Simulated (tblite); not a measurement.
Record of a relaxation.

Compound: C₅H₉F₃SeSi.
Numbering: `[CH3:1][C@@H:2]1[CH2:3][C@H:4]([C:5]([F:6])([F:7])[F:8])[Se:9][SiH2:10]1` (hydrogens: H11, H12, H13 on C1; H14 on C2; H15, H16 on C3; H17 on C4; H18, H19 on Si10)

Computed with GFN2-xTB (tblite), gas phase: L-BFGS steps from a force-field or distance-geometry start until the largest atomic force falls under 0.01 eV/Å. 7 of its 89 geometries are shown.

Step 0: E = -936.6072 eV, largest atomic force 2.477 eV/Å
```
atom  x, y, z in Å  |  force x, y, z in eV/Å
C1     -2.134   -1.103    0.252   -2.101  -1.236  -0.439
C2     -1.070   -0.182   -0.228    0.326   0.824   0.463
C3      0.341   -0.576    0.215   -1.000  -0.856  -0.204
C4      1.316    0.286   -0.535    0.845  -0.258   0.996
C5      2.659    0.084    0.179    0.250   0.407  -0.651
F6      3.067   -1.236    0.146   -0.143   1.722   0.255
F7      3.650    0.867   -0.429   -1.137  -1.313   1.344
F8      2.478    0.467    1.491    1.174  -0.614  -1.415
Se9     0.841    2.143   -0.112   -0.336   0.864  -0.169
Si10   -1.290    1.518    0.583    0.805   0.340  -0.018
H11    -3.145   -0.613    0.145    0.907  -0.385   0.182
H12    -2.050   -1.423    1.308    0.238   0.347  -0.657
H13    -2.229   -2.025   -0.376    0.329   0.522   0.527
H14    -1.065    0.000   -1.314   -0.236  -0.570   0.157
H15     0.437   -0.372    1.307    0.022  -0.547  -0.674
H16     0.474   -1.653   -0.009    0.284   0.380   0.246
H17     1.372    0.102   -1.612    0.113   0.011   0.188
H18    -1.341    1.411    2.041   -0.075   0.065  -0.001
H19    -2.320    2.312   -0.029   -0.266   0.294  -0.130
```

Step 15: E = -937.2495 eV, largest atomic force 0.193 eV/Å
```
atom  x, y, z in Å  |  force x, y, z in eV/Å
C1     -2.202   -1.147    0.259   -0.033   0.001   0.004
C2     -1.127   -0.172   -0.197    0.005  -0.044  -0.005
C3      0.277   -0.621    0.199    0.092   0.019  -0.035
C4      1.310    0.321   -0.408    0.151  -0.117  -0.024
C5      2.681    0.117    0.199   -0.002  -0.003   0.019
F6      3.085   -1.168    0.107   -0.026   0.053  -0.022
F7      3.624    0.851   -0.406   -0.069  -0.005  -0.004
F8      2.727    0.427    1.500   -0.050  -0.006   0.014
Se9     0.822    2.237   -0.161    0.056   0.055   0.076
Si10   -1.258    1.591    0.524   -0.008  -0.008   0.013
H11    -3.186   -0.701    0.143   -0.055   0.003  -0.026
H12    -2.077   -1.415    1.306    0.042   0.023  -0.028
H13    -2.173   -2.055   -0.342    0.033  -0.036   0.086
H14    -1.164   -0.112   -1.291   -0.032   0.015  -0.002
H15     0.370   -0.608    1.290    0.030  -0.055  -0.034
H16     0.491   -1.636   -0.147   -0.041  -0.004   0.004
H17     1.420    0.148   -1.484   -0.044   0.030  -0.025
H18    -1.329    1.525    1.981   -0.027   0.039   0.077
H19    -2.300    2.428   -0.047   -0.022   0.041  -0.087
```

Step 29: E = -937.2824 eV, largest atomic force 0.091 eV/Å
```
atom  x, y, z in Å  |  force x, y, z in eV/Å
C1     -2.194   -1.152    0.302    0.000   0.009   0.006
C2     -1.135   -0.175   -0.185   -0.042   0.079  -0.014
C3      0.277   -0.653    0.147   -0.043   0.008   0.007
C4      1.314    0.313   -0.406   -0.005   0.088   0.007
C5      2.680    0.106    0.197    0.044  -0.001  -0.010
F6      3.124   -1.159    0.072   -0.029  -0.039  -0.015
F7      3.600    0.886   -0.383    0.025   0.016   0.001
F8      2.706    0.384    1.507   -0.004  -0.061   0.008
Se9     0.869    2.225   -0.013   -0.008  -0.030  -0.017
Si10   -1.258    1.599    0.525   -0.030   0.063   0.028
H11    -3.194   -0.768    0.113    0.059   0.013  -0.005
H12    -2.091   -1.325    1.370   -0.015  -0.032  -0.002
H13    -2.093   -2.103   -0.221   -0.015  -0.004   0.087
H14    -1.220   -0.099   -1.275    0.013  -0.016  -0.047
H15     0.391   -0.728    1.232    0.026   0.001   0.039
H16     0.455   -1.646   -0.274    0.052  -0.015  -0.021
H17     1.406    0.223   -1.493    0.028  -0.008  -0.018
H18    -1.425    1.639    1.979   -0.041  -0.052  -0.015
H19    -2.222    2.443   -0.171   -0.016  -0.019  -0.018
```

Step 44: E = -937.3033 eV, largest atomic force 0.082 eV/Å
```
atom  x, y, z in Å  |  force x, y, z in eV/Å
C1     -2.170   -1.133    0.366    0.002   0.009   0.009
C2     -1.130   -0.171   -0.190    0.009  -0.016  -0.026
C3      0.293   -0.643    0.106   -0.020   0.023   0.007
C4      1.326    0.358   -0.400   -0.042   0.020   0.011
C5      2.687    0.079    0.189   -0.020  -0.046  -0.003
F6      3.091   -1.182   -0.057    0.046  -0.023  -0.039
F7      3.634    0.885   -0.308   -0.024  -0.003   0.033
F8      2.709    0.218    1.520    0.012   0.033  -0.020
Se9     0.869    2.235    0.107    0.059  -0.004   0.017
Si10   -1.289    1.610    0.494    0.005  -0.031  -0.023
H11    -3.171   -0.800    0.106   -0.001   0.001  -0.017
H12    -2.104   -1.187    1.450    0.025  -0.029   0.023
H13    -2.026   -2.135   -0.037   -0.001   0.015   0.007
H14    -1.251   -0.125   -1.278    0.007  -0.034  -0.023
H15     0.426   -0.769    1.185   -0.051  -0.012  -0.031
H16     0.480   -1.611   -0.373    0.017   0.056   0.057
H17     1.425    0.326   -1.490   -0.014   0.015   0.007
H18    -1.599    1.624    1.922    0.008   0.010   0.018
H19    -2.208    2.429   -0.288   -0.015   0.015  -0.007
```

Step 59: E = -937.3106 eV, largest atomic force 0.052 eV/Å
```
atom  x, y, z in Å  |  force x, y, z in eV/Å
C1     -2.160   -1.131    0.384    0.000   0.004   0.005
C2     -1.135   -0.176   -0.212    0.009   0.006   0.023
C3      0.286   -0.632    0.110    0.013   0.002   0.016
C4      1.320    0.374   -0.377    0.007  -0.017  -0.018
C5      2.689    0.063    0.176   -0.006  -0.001   0.000
F6      3.099   -1.178   -0.152    0.015   0.021  -0.011
F7      3.625    0.905   -0.279   -0.009  -0.013  -0.011
F8      2.728    0.127    1.513   -0.001  -0.015  -0.009
Se9     0.887    2.231    0.203   -0.009  -0.006  -0.010
Si10   -1.295    1.612    0.456   -0.003   0.025   0.019
H11    -3.167   -0.816    0.124   -0.005  -0.023  -0.009
H12    -2.081   -1.154    1.468    0.003  -0.009  -0.007
H13    -2.004   -2.143    0.011   -0.031   0.011  -0.011
H14    -1.264   -0.162   -1.300    0.040  -0.025   0.022
H15     0.391   -0.750    1.192   -0.009  -0.010   0.017
H16     0.502   -1.600   -0.353   -0.018   0.008   0.007
H17     1.394    0.375   -1.469    0.020   0.029  -0.017
H18    -1.640    1.622    1.877   -0.029   0.013  -0.007
H19    -2.185    2.442   -0.351    0.011  -0.001   0.000
```

Step 73: E = -937.3164 eV, largest atomic force 0.025 eV/Å
```
atom  x, y, z in Å  |  force x, y, z in eV/Å
C1     -2.158   -1.136    0.397   -0.010   0.005  -0.002
C2     -1.130   -0.181   -0.196   -0.006   0.004   0.013
C3      0.288   -0.628    0.148    0.008   0.005  -0.014
C4      1.314    0.379   -0.349    0.021   0.006   0.009
C5      2.700    0.051    0.148    0.016   0.004  -0.014
F6      3.125   -1.149   -0.293   -0.012  -0.021   0.004
F7      3.610    0.943   -0.261    0.001   0.023  -0.004
F8      2.771    0.007    1.484   -0.001   0.000  -0.008
Se9     0.895    2.217    0.298   -0.011  -0.020   0.005
Si10   -1.307    1.623    0.433   -0.002  -0.004  -0.004
H11    -3.166   -0.820    0.141   -0.007   0.008  -0.007
H12    -2.077   -1.168    1.481    0.001   0.001  -0.009
H13    -2.009   -2.145    0.015   -0.004   0.006   0.004
H14    -1.239   -0.191   -1.286    0.007   0.008   0.019
H15     0.389   -0.731    1.233   -0.007  -0.006  -0.015
H16     0.505   -1.602   -0.303    0.017  -0.012   0.006
H17     1.356    0.414   -1.444   -0.006   0.002   0.023
H18    -1.759    1.666    1.823    0.007   0.010   0.000
H19    -2.119    2.460   -0.445   -0.011  -0.018  -0.006
```

Step 88: E = -937.3176 eV, largest atomic force 0.007 eV/Å
```
atom  x, y, z in Å  |  force x, y, z in eV/Å
C1     -2.163   -1.134    0.399   -0.001   0.002  -0.001
C2     -1.126   -0.185   -0.188    0.000  -0.001   0.001
C3      0.292   -0.633    0.157   -0.001  -0.003   0.002
C4      1.314    0.382   -0.335    0.001  -0.004   0.001
C5      2.707    0.050    0.139    0.001  -0.004   0.000
F6      3.128   -1.141   -0.327    0.000  -0.001   0.004
F7      3.607    0.954   -0.267   -0.002  -0.001   0.000
F8      2.796   -0.015    1.473    0.004   0.003  -0.005
Se9     0.896    2.209    0.338   -0.001   0.001   0.001
Si10   -1.309    1.622    0.430    0.001  -0.004  -0.003
H11    -3.167   -0.809    0.137   -0.002   0.003  -0.002
H12    -2.087   -1.167    1.483    0.000   0.000   0.000
H13    -2.020   -2.143    0.016    0.001   0.001   0.001
H14    -1.230   -0.193   -1.278    0.000  -0.002   0.002
H15     0.390   -0.741    1.241    0.002   0.003   0.004
H16     0.514   -1.604   -0.296    0.003   0.000  -0.004
H17     1.343    0.430   -1.429   -0.002   0.005  -0.001
H18    -1.782    1.694    1.810   -0.002  -0.005   0.003
H19    -2.115    2.433   -0.479   -0.001   0.006  -0.002
```

Task: Summarise the path.

Result: The energy falls by 16.38 kcal/mol from step 0 to step 88; nine tenths of that is first reached at step 15. It falls at every step. The largest force goes from 2.477 to 0.007 eV/Å. Among the bonds C5–F7 changes most, from 1.402 to 1.339 Å; the atoms move by 0.349 Å rms after alignment.

Task: Follow the three bonds and two angles with the largest change from start to end.

Result: 
| step | E above end (kcal/mol) | largest force (eV/Å) | C5–F7 (Å) | Se9–Si10 (Å) | C1–H11 (Å) | C2–Si10–Se9 (°) | C1–C2–H14 (°) |
| --- | --- | --- | --- | --- | --- | --- | --- |
| 0 | 16.38 | 2.477 | 1.402 | 2.327 | 1.128 | 90.4 | 115.1 |
| 4 | 4.62 | 0.411 | 1.334 | 2.285 | 1.085 | 93.2 | 111.0 |
| 8 | 2.71 | 0.312 | 1.338 | 2.294 | 1.089 | 94.3 | 107.1 |
| 11 | 2.00 | 0.263 | 1.336 | 2.292 | 1.088 | 94.5 | 107.2 |
| 15 | 1.57 | 0.193 | 1.339 | 2.283 | 1.086 | 94.9 | 108.1 |
| 19 | 1.37 | 0.161 | 1.338 | 2.291 | 1.088 | 95.0 | 108.4 |
| 23 | 1.09 | 0.125 | 1.339 | 2.290 | 1.087 | 95.0 | 108.1 |
| 27 | 0.88 | 0.099 | 1.338 | 2.277 | 1.087 | 95.9 | 108.2 |
| 31 | 0.74 | 0.089 | 1.339 | 2.287 | 1.087 | 96.1 | 107.7 |
| 34 | 0.64 | 0.091 | 1.339 | 2.281 | 1.086 | 96.1 | 107.9 |
| 38 | 0.48 | 0.110 | 1.338 | 2.282 | 1.088 | 96.3 | 107.9 |
| 42 | 0.38 | 0.076 | 1.338 | 2.286 | 1.086 | 96.4 | 108.1 |
| 46 | 0.29 | 0.076 | 1.338 | 2.278 | 1.088 | 96.9 | 108.5 |
| 50 | 0.24 | 0.042 | 1.338 | 2.285 | 1.087 | 97.1 | 108.7 |
| 54 | 0.21 | 0.033 | 1.338 | 2.282 | 1.087 | 97.4 | 108.2 |
| 57 | 0.18 | 0.057 | 1.338 | 2.282 | 1.087 | 97.6 | 108.3 |
| 61 | 0.14 | 0.058 | 1.338 | 2.283 | 1.087 | 97.7 | 108.6 |
| 65 | 0.10 | 0.048 | 1.338 | 2.282 | 1.086 | 97.9 | 108.6 |
| 69 | 0.06 | 0.050 | 1.339 | 2.285 | 1.087 | 97.9 | 108.5 |
| 73 | 0.03 | 0.025 | 1.338 | 2.285 | 1.087 | 97.9 | 108.3 |
| 77 | 0.02 | 0.027 | 1.339 | 2.284 | 1.087 | 97.8 | 108.2 |
| 80 | 0.01 | 0.034 | 1.339 | 2.285 | 1.087 | 97.8 | 108.3 |
| 84 | 0.00 | 0.016 | 1.338 | 2.284 | 1.087 | 97.9 | 108.3 |
| 88 | 0.00 | 0.007 | 1.339 | 2.284 | 1.087 | 97.9 | 108.3 |

The cost below is that of the whole relaxation. Hardware: Arm Neoverse N1, one thread, shared host. Cost: 1.5 s.
